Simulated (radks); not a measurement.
Problem. Excited configurations of neutral copper: one electron is placed in a higher orbital outside [Ar] 3d10. The ground configuration is [Ar] 3d10 4s1. Method: scalar-relativistic Kohn-Sham, PBE, spin-polarised, spherical densities, finite nucleus; open shells are filled with parallel spins first; Fermi nuclear charge, rms radius 3.8823 fm; computed with a radial shooting solver on a logarithmic mesh with Libxc functionals. Excitation = E - E(ground); binding = E(ion) - E, where the ion is the core of charge +1; n* = 1/sqrt(2 binding) in atomic units, and the quantum defect is n - n*.

| outer orbital | excitation (eV) | binding (eV) | n* | quantum defect | eigenvalue (eV) | <r> (bohr) |
|---|---|---|---|---|---|---|
| 4d | 6.723 | 1.660 | 2.863 | 1.137 | -0.800 | 9.918 |
| 4f | 7.418 | 0.964 | 3.757 | 0.243 | -0.482 | 16.78 |
| 5s | 5.645 | 2.737 | 2.229 | 2.771 | -1.672 | 7.989 |
| 5p | 6.454 | 1.928 | 2.657 | 2.343 | -1.129 | 10.61 |
| 5d | 7.341 | 1.041 | 3.616 | 1.384 | -0.605 | 18.88 |
| 5f | 7.713 | 0.669 | 4.510 | 0.490 | -0.405 | 28.53 |
| 6d | 7.674 | 0.708 | 4.382 | 1.618 | -0.452 | 30.01 |
| 7s | 7.493 | 0.889 | 3.912 | 3.088 | -0.589 | 25.83 |

Estimate the row for 4p.

Solution. excitation (eV) 4.203; binding (eV) 4.179; n* 1.804; quantum defect 2.196; eigenvalue (eV) -1.942; <r> (bohr) 4.401. The Delta-SCF ionisation energy is 8.382 eV (NIST Atomic Spectra Database: 7.726 eV, measured). Self-interaction in the functional shifts the binding energies and quantum defects, so they are the method's values and not measured ones.
